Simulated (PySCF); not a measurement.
Species: ClH7SSi3.
Numbering: `[SiH3:1][SiH2:2][S:3][SiH2:4][Cl:5]` (hydrogens: H6, H7, H8 on Si1; H9, H10 on Si2; H11, H12 on Si4)

Method used: TDDFT CAM-B3LYP/def2-SVPD, vertical, gas phase, core orbitals frozen in the response in PySCF. One conformer (not necessarily the lowest) at the GFN2-xTB geometry, without solvent, vibrations or thermal averaging. Torsions of this conformer, `[SiH3:1][SiH2:2][S:3][SiH2:4][Cl:5]`: Si1–Si2–S3–Si4 56°, Si2–S3–Si4–Cl5 35°.

Computed states:

```
state  E (eV)       f
   S1    5.57   0.011
   S2    5.98  0.0081
   S3    6.38  0.0006
   S4    6.56   0.018
   S5    6.88   0.065
   S6    7.06   0.023
   S7    7.14   0.080
   S8    7.30   0.018
```

Each state is given a Gaussian of 0.25 eV full width at half maximum, with ε(max) = 2.175×10⁸ f / Δν̃ (Δν̃ the width in cm⁻¹). The width is an assumption, not a result. The curve ends short of the highest state used, and states not computed would add to its high-energy end.

(1) What does the envelope look like, and where are its maxima?

(2) Coming from long wavelengths, where does ε first pass 100 L mol⁻¹ cm⁻¹?

(3) Does any computed singlet lie in the visible range?

(4) On this curve, what absorbance would a 10⁻⁵ mol/L sample give at 222 nm over a 1 cm path?

## Answers

(1) 
```tsv
λ (nm)	ε (L mol⁻¹ cm⁻¹)
185.0	2643
185.9	2222
186.9	2079
187.9	2096
188.9	2094
189.8	1986
190.8	1733
191.8	1384
192.7	1051
193.7	719
194.7	459
195.7	279
196.6	176
197.6	112
198.6	89
199.6	102
200.5	144
201.5	224
202.5	339
203.4	463
204.4	610
205.4	742
206.4	836
207.3	872
208.3	854
209.3	780
210.3	669
211.2	559
212.2	448
213.2	371
214.1	343
215.1	366
216.1	444
217.1	570
218.0	711
219.0	879
220.0	1033
221.0	1150
221.9	1206
222.9	1207
223.9	1144
224.8	1041
225.8	892
226.8	727
227.8	563
228.7	430
229.7	304
230.7	206
231.7	133
232.6	87
233.6	52
234.6	30
235.5	17
236.5	9
237.5	5
238.5	2
```

Maxima: 222 nm (5.57 eV), ε about 1200, made up of S1 (100%); 207 nm (5.98 eV), ε about 870, made up of S2 (100%); 188 nm (6.58 eV), ε about 2100, made up of S4 (93%) (hardly more than a shoulder) (ε in L mol⁻¹ cm⁻¹; maxima over ε = 5, shares over 10%). At its high-energy end, 6.70 eV, the curve is still rising (ε about 2600, from S4 and S5).

(2) At about 232 nm (5.34 eV), 0.24 eV below S1.

(3) No computed singlet lies in the visible range (380 to 750 nm); the lowest, at 222 nm, stands 2.31 eV above its violet end (3.26 eV).

(4) 222 nm is 5.585 eV, where ε is about 1200 L mol⁻¹ cm⁻¹, so A = ε c l ≈ 0.012 (Beer–Lambert, with the gas-phase spectrum and the assumed width).
